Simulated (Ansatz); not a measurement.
One change: `[InH2][C]1=NC1` becomes `[SeH]C1=NC1`.

Ansatz, PBE0-D4/def2-TZVP geometries, multiplicity 1. Each molecule was computed in one conformer, which needn't be the lowest.

Elements past krypton have def2 core potentials. Scalar relativity is left out up to krypton. Spin–orbit coupling is left out; it splits and shifts lone-pair levels of the heavy atoms by tenths of an eV.

```tsv
property	`[InH2][C]1=NC1`
zero-point energy (PBE0-D4/def2-TZVP) / kJ/mol	123.4
HOMO energy (B3LYP/def2-TZVPP) / eV	-6.79
HOMO–LUMO gap (B3LYP/def2-TZVPP) / eV	4.34
HOMO energy (ωB97M-V/def2-TZVPP) / eV	-9.19
HOMO–LUMO gap (PBE/def2-TZVPP) / eV	2.95
LUMO energy (PBE/def2-TZVPP) / eV	-2.87
```

Problem. What does the change do to each property? (Best estimate.)

Solution. The calculation gave: 
| property | `[SeH]C1=NC1` | shift |
| --- | --- | --- |
| zero-point energy (PBE0-D4/def2-TZVP) / kJ/mol | 116.1 | -7.3 |
| HOMO energy (B3LYP/def2-TZVPP) / eV | -7.12 | -0.33 |
| HOMO–LUMO gap (B3LYP/def2-TZVPP) / eV | 6.28 | 1.94 |
| HOMO energy (ωB97M-V/def2-TZVPP) / eV | -9.46 | -0.27 |
| HOMO–LUMO gap (PBE/def2-TZVPP) / eV | 4.74 | 1.79 |
| LUMO energy (PBE/def2-TZVPP) / eV | -1.48 | 1.39 |

With PBE0 the HOMO falls by 0.34 eV and the LUMO rises by 1.58 eV, so the gap widens by about 1.92 eV. PBE moves the HOMO by -0.40 eV and ωB97M-V by -0.27 eV. The zero-point energy changes by -7.3 kJ/mol with -3 modes.

B3LYP here is the variant with VWN-RPA as its local correlation; programs differ in this.
